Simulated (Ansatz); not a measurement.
C3H9Cl3InP, SMILES `C[P+](C)(C)[In-]([Cl])([Cl])[Cl]`, 17 atoms. Total charge 0; spin multiplicity 1. Correlated methods include outer-core shells of In, which these sets cover unevenly. In takes the def2 core potential. Hardware: A = 4 threads of an AMD EPYC 7R13 on a shared host and a share of an NVIDIA H100 80 GB; B = 4 threads of an AMD EPYC 7R13 on a shared host. Correlated methods freeze the cores.

**Question.** Give the basis size and wall time and peak host memory of each of these runs in Ansatz. RKS PBE0-D4/def2-QZVPP energy [A]; RKS ωB97M-V/def2-SVP energy [B]; RKS B97M-V/def2-TZVPP energy [A]; RHF-CCSD(T)/def2-SVP energy [A]; RHF-CCSD(T)/def2-TZVPP energy [A]; direct RPA on PBE orbitals/def2-TZVPP energy [A]; RKS LC-ωPBE/def2-TZVPP energy [A]; RHF-MP2/def2-QZVPP energy [A]; RKS PBE0-D4/def2-SVP energy [B]; RKS SPW92 (LDA)/def2-TZVPP energy [A]; RKS ωB97M-V/def2-QZVPP energy [A]; RKS PBE0-D4/def2-TZVP relaxation (16 steps) [A]. (Best estimate.)

**Answer.** The calculation gave: Other jobs shared the machine, so times are rough.

| level | job | functions | wall time | peak host memory (GiB) |
| --- | --- | --- | --- | --- |
| RKS SPW92 (LDA)/def2-TZVPP | energy [A] | 437 | 2.2 s | 0.96 |
| RHF-CCSD(T)/def2-SVP | energy [A] | 185 | 2.6 s | 0.83 |
| RKS LC-ωPBE/def2-TZVPP | energy [A] | 437 | 3.3 s | 1 |
| RKS B97M-V/def2-TZVPP | energy [A] | 437 | 3.6 s | 1.1 |
| RKS PBE0-D4/def2-QZVPP | energy [A] | 803 | 3.8 s | 1.4 |
| direct RPA on PBE orbitals/def2-TZVPP | energy [A] | 437 | 4.8 s | 2.1 |
| RKS PBE0-D4/def2-SVP | energy [B] | 185 | 4.9 s | 0.75 |
| RHF-MP2/def2-QZVPP | energy [A] | 803 | 6 s | 1.5 |
| RKS ωB97M-V/def2-QZVPP | energy [A] | 803 | 7 s | 1.6 |
| RKS ωB97M-V/def2-SVP | energy [B] | 185 | 14 s | 1.1 |
| RHF-CCSD(T)/def2-TZVPP | energy [A] | 437 | 24 s | 0.94 |
| RKS PBE0-D4/def2-TZVP | relaxation (16 steps) [A] | 345 | 31 s | 1.1 |

LC-ωPBE has ω = 0.4 bohr⁻¹.
